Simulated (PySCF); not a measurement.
Isomers of C5H8Si. Method: PBE0-D3(BJ)/def2-SVP geometry optimisation, gas phase in PySCF. Energies are electronic, without zero-point or thermal terms, for one conformer each. No frequencies were run at this level. Point groups hold within 0.08 Å.

Question: Rank from lowest to highest electronic energy at this level (kJ/mol).
A. `[CH:1]#[C:2][CH2:3][C@@H:4]1[CH2:5][SiH2:6]1` with C2–C3–C4–C5 164°
B. `C=CC#CC[SiH3]`
C. `[CH:1]#[C:2][CH2:3][SiH:4]1[CH2:5][CH2:6]1` with C2–C3–Si4–C5 152°

Answer: B (0.0), C (32.8), A (62.5).

As drawn, the lowest has a C=C bond outside aromatic rings, which the highest lacks; the highest has a three-membered ring, which the lowest lacks.

```tsv
SMILES	E (Eh)	E rel (kJ/mol)	dipole (D)	point group	A, B, C (MHz)
C=CC#CC[SiH3]	-484.16037	0.0	0.52	C1	8996, 1001, 950.8
C#CC[SiH]1CC1	-484.14788	32.8	0.61	C1	8163, 1454, 1380
C#CC[C@@H]1C[SiH2]1	-484.13655	62.5	0.68	C1	6403, 1598, 1374
```
